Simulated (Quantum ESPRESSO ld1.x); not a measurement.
All-electron atom: In3+ in [Ar] 3d10 4s1.75 4p6 4d10 4f0.25 (fractional occupations, a model configuration). Method: scalar-relativistic Kohn-Sham, LDA (Slater exchange, Perdew-Zunger correlation), spin-polarised, spherical densities, point nucleus; open shells are filled with parallel spins first; computed with ld1.x of Quantum ESPRESSO 7.5.

X-ray form factor f0, the Fourier transform of the density (f0(0) = 46):

| sin(theta)/lambda (1/angstrom) | f0 (electrons) |
|---|---|
| 0.05 | 45.464 |
| 0.1 | 44.038 |
| 0.15 | 42.001 |
| 0.2 | 39.551 |
| 0.25 | 36.885 |
| 0.3 | 34.199 |
| 0.4 | 29.299 |
| 0.5 | 25.416 |
| 0.6 | 22.530 |
| 0.8 | 18.720 |
| 1 | 16.028 |
| 1.25 | 13.072 |
| 1.5 | 10.495 |
| 2 | 7.102 |
